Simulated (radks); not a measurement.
Results of a calculation; reference values are marked as such.
Zn12+, 18 electrons, occupied as [Ar].

Code: a radial shooting solver on a logarithmic mesh with Libxc functionals. Model: Dirac Kohn-Sham, PBE, spin-unpolarised, spherical densities, finite nucleus; Fermi nuclear charge, rms radius 3.9283 fm.

Energy parts (hartree):
| part | energy |
|---|---|
| total | -1735.14029 |
| kinetic | 1769.42229 |
| electron-nucleus | -3932.22515 |
| Hartree | 487.46754 |
| exchange-correlation | -59.80497 |

Orbitals (lengths in bohr, moments of r in powers of bohr; <r^-3> diverges for s and p1/2; r(90%) holds 90 % of the orbital's charge):
| orbital | occ. | eigenvalue (hartree) | <r^2> | <r^-3> | r(90%) |
|---|---|---|---|---|---|
| 1s1/2 | 2 | -363.4882 | 0.003407 | - | 0.0899 |
| 2s1/2 | 2 | -56.34890 | 0.05974 | - | 0.348 |
| 2p1/2 | 2 | -51.28115 | 0.04673 | - | 0.319 |
| 2p3/2 | 4 | -50.40222 | 0.04820 | 771.5 | 0.324 |
| 3s1/2 | 2 | -16.51086 | 0.4188 | - | 0.887 |
| 3p1/2 | 2 | -14.85960 | 0.4173 | - | 0.897 |
| 3p3/2 | 4 | -14.70014 | 0.4257 | 141.0 | 0.906 |
| 3d3/2 | 0 | -12.07835 | 0.3810 | 19.40 | 0.887 |
| 3d5/2 | 0 | -12.04999 | 0.3832 | 19.01 | 0.889 |
| 4s1/2 | 0 | -7.40536 | 1.779 | - | 1.78 |
| 4p1/2 | 0 | -6.80406 | 1.884 | - | 1.84 |
| 4p3/2 | 0 | -6.75671 | 1.910 | 41.96 | 1.85 |

The highest occupied level is 3p3/2 at -400.01 eV. The electron density at the nucleus is 2.517e+04 e/bohr^3.
